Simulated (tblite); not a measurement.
C₃H₇FO₃Si₂.
SMILES with atom numbers: `[CH2:1]=[C:2]([O:3][Si@@H:4]([F:5])[SiH3:6])[C:7](=[O:8])[OH:9]` (hydrogens: H10, H11 on C1; H12 on Si4; H13, H14, H15 on Si6; H16 on O9)

The geometry is computed with GFN2-xTB (gas phase).

(1) Give the optimised bond lengths and angles.

## Answers

(1) 
```csv
bond,length (bohr),order
C1=C2,2.525,double
C2–O3,2.508,single
O3–Si4,3.114,single
Si4–F5,3.063,single
Si4–Si6,4.339,single
C2–C7,2.796,single
C7=O8,2.292,double
C7–O9,2.505,single
C1–H10,2.027,single
C1–H11,2.031,single
Si4–H12,2.751,single
"Si6–H13, Si6–H14, Si6–H15",2.775,single
O9–H16,1.837,single
```

Bonds in one row agree within 0.02 bohr and their mean is given. Orders are formal, as drawn. A selection of angles:
```csv
angle,degrees
C1–C2–O3,123.3
C1–C2–C7,122.5
O3–C2–C7,114.2
C2–O3–Si4,129.3
O3–Si4–F5,94.2
O3–Si4–Si6,114.5
F5–Si4–Si6,106.4
C2–C7–O8,121.3
C2–C7–O9,115.8
O8–C7–O9,122.9
H16–O9–C7,110.3
```

Dihedral angles: C1–C2–O3–Si4 179° (antiperiplanar); C2–O3–Si4–F5 175° (antiperiplanar); C1–C2–C7–O8 180° (antiperiplanar); H16–O9–C7–C2 180° (antiperiplanar).

Si4 and O8 aren't drawn bonded (4 bonds apart) but lie 2.53 Å from each other; Cordero's covalent radii sum to 1.77 Å. The C–O distances run from 1.213 Å (C7=O8, drawn double) to 1.327 Å (C2–O3, drawn single), a spread of 0.114 Å. The C–C distances run from 1.336 Å (C1=C2, drawn double) to 1.479 Å (C2–C7, drawn single), a spread of 0.143 Å. Si4 (fluorine-bound silicon) has angles from 94.2° to 124.9°. Si6 (SiH3 silicon) is distorted tetrahedral (angles from 105.4° to 113.8°). Of the pairs four or more bonds apart, those above aside, Si6···O8 is among the closest relative to their van der Waals radii: 3.21 Å, 89 % of the sum of Bondi's values. O3 (silyl ether oxygen) is bent (angle 129.3°).

Point group: C1 (no symmetry element, even within 0.4 Å). GFN2-xTB frequencies show an imaginary mode (44i cm⁻¹), so the point is no minimum at that level. Torsions: C1–C2–O3–Si4 179°, C2–O3–Si4–F5 175°, C1–C2–C7–O8 180°, C2–C7–O9–H 180°.
